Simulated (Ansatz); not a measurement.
Born–Oppenheimer molecular dynamics of Cl2H4OSn (8 atoms, charge 0, multiplicity 1). It starts at the highest image of a converged band. Of that band: The top lies less than 8 meV above the higher end, about what the thresholds resolve: that end is a shoulder or a very shallow well. A vibrational analysis at the climbing image gives one clearly imaginary mode, 128i cm⁻¹: a first-order saddle point.

All numbers below come from RKS r2SCAN-D4/def2-SVP in Ansatz 0.2.0.

| Quantity | Value |
| --- | --- |
| ensemble | NVE (velocity Verlet) |
| time step | 0.5 fs |
| steps asked | 200 |
| starting velocities drawn for | 300 K |
| seed | 6592 |

First frame:

```xyz
8
Properties=species:S:1:pos:R:3
Sn 0.067 -0.331 -0.238
Cl 0.899 0.146 2.655
H 1.589 0.274 -0.662
H -1.275 0.584 0.249
Cl -0.726 -1.557 -2.107
O 0.394 -1.945 0.989
H -0.259 -2.660 0.928
H 0.637 -1.140 2.100
```

What does the run give?

All steps were run.

```
steps done                                               : 200
time covered                                             : 100 fs
mean temperature over the second half                    : 156 K
spread of the potential energy over the second half      : 2.5 meV per atom
mean potential energy of the second half above the start : 14.0 meV per atom
```

The conserved energy stayed within 0.074 meV per atom of its start (net change 0.011 meV per atom), so the integration is sound. A run of 0.1 ps of so small a system gives no equilibrium averages. The orbitals stay closed-shell, which can raise the energy where a bond breaks towards radicals; this wasn't checked here.

What happens to the structure?

Between its relaxed ends the band would form Sn1–O6, Cl2–H8 and break Sn1–Cl2, O6–H8. These pairs go: Sn1–O6 2.05 → 2.02 Å, Cl2–H8 1.42 → 1.31 Å, Sn1–Cl2 3.05 → 3.61 Å, O6–H8 1.39 → 1.73 Å. In the last frame they stand as after the step (other bonds may differ from the relaxed reactants and products). It ends as ClH + ClH3OSn. Pairs count as bonded within 1.25 times the sum of covalent radii (0.12 Å more for H–H). This is one draw of velocities; another would differ in detail.

How do temperature and energy run in time?


```json
{"time (fs)": "0", "T (K)": "300", "potential energy less start (eV)": "0.000", "conserved less start (meV/atom)": "0.00"}
{"time (fs)": "8.5", "T (K)": "236", "potential energy less start (eV)": "0.049", "conserved less start (meV/atom)": "0.01"}
{"time (fs)": "17", "T (K)": "200", "potential energy less start (eV)": "0.078", "conserved less start (meV/atom)": "0.01"}
{"time (fs)": "25.5", "T (K)": "184", "potential energy less start (eV)": "0.090", "conserved less start (meV/atom)": "0.02"}
{"time (fs)": "34", "T (K)": "213", "potential energy less start (eV)": "0.067", "conserved less start (meV/atom)": "0.02"}
{"time (fs)": "42.5", "T (K)": "213", "potential energy less start (eV)": "0.068", "conserved less start (meV/atom)": "0.02"}
{"time (fs)": "51", "T (K)": "159", "potential energy less start (eV)": "0.110", "conserved less start (meV/atom)": "0.04"}
{"time (fs)": "59.5", "T (K)": "162", "potential energy less start (eV)": "0.107", "conserved less start (meV/atom)": "0.04"}
{"time (fs)": "68", "T (K)": "170", "potential energy less start (eV)": "0.101", "conserved less start (meV/atom)": "0.05"}
{"time (fs)": "76.5", "T (K)": "197", "potential energy less start (eV)": "0.080", "conserved less start (meV/atom)": "0.04"}
{"time (fs)": "85", "T (K)": "162", "potential energy less start (eV)": "0.107", "conserved less start (meV/atom)": "0.05"}
{"time (fs)": "93.5", "T (K)": "117", "potential energy less start (eV)": "0.142", "conserved less start (meV/atom)": "0.05"}
```

Run time: 7.2 min on 4 threads of Arm Neoverse V1, on a shared host, peak memory 0.17 GiB.
